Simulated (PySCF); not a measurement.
**Computed properties of C3H6GeO, SMILES [CH3][Ge@H]1[CH]=C[O]1**

C3H6GeO, SMILES [CH3][Ge@H]1[CH]=C[O]1. Geometry optimised at B3LYP-D3(BJ)/def2-SVP. The structure was generated by enumeration; whether it is a known compound was not checked. The values are those of a single conformer. All values are computed for the isolated molecule unless a solvent is named; none is compared with measurement here.

**Structure.** All 27 harmonic modes at B3LYP-D3(BJ)/def2-SVP (PySCF) are real, so it is a minimum.

**Vibrations.** The strongest infrared lines (harmonic, unscaled, degenerate partners summed) lie at 2119 cm⁻¹ (149 km/mol, H 99 %), 1147 cm⁻¹ (113 km/mol, H 39 %, C 31 %, O 30 %), 683 cm⁻¹ (99 km/mol, H 85 %, C 10 %). The softest mode is at 109 cm⁻¹ and the zero-point energy is 49.8 kcal/mol.

**Electronic structure.** r2SCAN/def2-TZVP (PySCF) places the frontier levels at -5.41 and -0.68 eV, a gap of 4.73 eV, and gives a dipole moment of 1.97 D and a mean polarisability of 65.7 bohr³. PBE/def2-TZVP (PySCF) at the same geometry gives -5.20 and -0.97 eV, so its gap is 0.50 eV narrower. An orbital gap is neither the optical nor the fundamental gap.

**Excitations.** TDA-B3LYP/def2-SVPD (PySCF) has S1 at 4.64 eV (267 nm, f = 0.003, weak); the most intense of the 10 singlets computed lies at 5.58 eV (f = 0.04). T1 (TDA) is at 3.89 eV, 0.75 eV under S1. TDA-PBE/def2-SVPD (PySCF) puts S1 at 4.26 eV. No vertical singlet excitation falls in the visible range (under 3.1 eV).

**NMR.** GIAO shifts at PBE0/pcSseg-1 (PySCF) (non-relativistic, atoms alike by connectivity averaged): ¹³C from 6.5 to 180.6 ppm against TMS; ¹H from 1.2 to 7.7 ppm against TMS.
